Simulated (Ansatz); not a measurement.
Program: Ansatz. Geometries: PBE0-D4/def2-TZVP. ΔE: electronic, gas phase. CBS: MP2 limit from def2 TZ/QZ plus the TZ coupled-cluster correction, frozen cores. One conformer a species, not always the lowest.

Consider the silylene formation by 1,1-elimination: `C[SiH](C)O[SiH3]` → `C[Si]C` + `O[SiH3]`.

`C[SiH](C)O[SiH3]`:

Cartesian coordinates in Å:
```
C 0.945 1.186 -1.602
Si 0.464 0.478 0.048
C 1.546 -0.961 0.526
O -1.103 -0.015 -0.051
Si -2.410 -0.497 0.794
H 0.293 2.021 -1.873
H 0.870 0.429 -2.387
H 1.974 1.553 -1.582
H 0.556 1.533 1.099
H 1.492 -1.756 -0.223
H 2.590 -0.647 0.612
H 1.242 -1.381 1.488
H -3.532 -0.709 -0.154
H -2.130 -1.770 1.512
H -2.797 0.535 1.793
```

`C[Si]C`:

Z-matrix (Å, degrees):
```
C
Si 1 1.896
H 1 1.091 2 113.7
H 1 1.102 2 105.3 3 116.9
H 1 1.095 2 114.0 3 -126.9
C 2 1.896 1 97.8 3 163.9
H 6 1.095 2 113.9 1 37.4
H 6 1.091 2 113.7 1 164.2
H 6 1.102 2 105.3 1 -78.8
```

`O[SiH3]`:

```xyz
6

O    -1.265    0.167   -0.119
Si    0.326   -0.193    0.113
H    -1.478    0.983   -0.572
H     1.056   -0.314   -1.179
H     0.350   -1.489    0.828
H     1.011    0.847    0.929
```

| species | SCS-MP2/def2-QZVPP energy (Eh) |
| --- | --- |
| `C[SiH](C)O[SiH3]` | -735.44752 |
| `C[Si]C` | -368.67123 |
| `O[SiH3]` | -366.63896 |

Task: Work out ΔE.

Result: ΔE = (-368.67123) + (-366.63896) − (-735.44752) = 0.13733 Eh = +360.6 kJ/mol. CCSD(T)/CBS gives +351.3 kJ/mol.

Largest T1 diagnostic among the species: 0.012.

The D4 term adds +16.1 kJ/mol with B3LYP and +9.4 kJ/mol with PBE0; it sums over pairs of atoms, weighted by their polarisabilities, and B3LYP, whose exchange is more repulsive, gets the larger term. From PBE to PBE0 (25 % exact exchange), in def2-TZVPP and without D4, ΔE moves by +18.6 kJ/mol.

B3LYP here is the variant with VWN-RPA as its local correlation; programs differ in this.
